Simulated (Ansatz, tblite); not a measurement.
Cost and result up the ladder for SiH2Me(NEt2) (C5H15NSi) (22 atoms). Total charge 0; singlet. Geometry: PBE-D4/def2-SVP.

Cartesian coordinates in Å:
```
Si -1.509 -0.932 0.050
H -1.755 -1.729 -1.207
H -1.636 -1.822 1.263
C -2.824 0.425 0.179
H -3.840 -0.018 0.252
H -2.802 1.089 -0.709
H -2.660 1.052 1.079
N 0.148 -0.369 -0.023
C 0.789 -0.021 -1.285
C 0.678 1.459 -1.676
C 0.873 -0.023 1.197
C 2.016 -0.988 1.529
H 0.345 -0.647 -2.090
H 1.865 -0.310 -1.248
H -0.382 1.757 -1.812
H 1.114 2.121 -0.900
H 1.215 1.663 -2.626
H 1.269 1.019 1.135
H 0.156 -0.007 2.047
H 1.628 -2.016 1.677
H 2.767 -1.026 0.714
H 2.545 -0.677 2.454
```

Ansatz on 4 threads of Intel Xeon on a shared host; xTB runs through tblite on one thread. Times are rough, summed over both states, and most runs start from the orbitals of an earlier one. PBE0-D4/def2-TZVP serves as the yardstick here, not as an exact answer. The other state is a triplet.

The xTB rows come from tblite.

xTB has no spin-polarisation term.

```tsv
level	functions	wall time	vertical triplet (eV)	difference from PBE0-D4/def2-TZVP (eV)
GFN2-xTB	48	0.085 s	5.75	0.25
GFN1-xTB	63	0.14 s	6.37	0.86
PBE-D4/def2-TZVP (with forces)	313	54 s	5.13	-0.38
r2SCAN-D4/def2-TZVP	313	78 s	5.35	-0.16
PBE0-D4/def2-TZVP	313	85 s	5.51	0.00
```
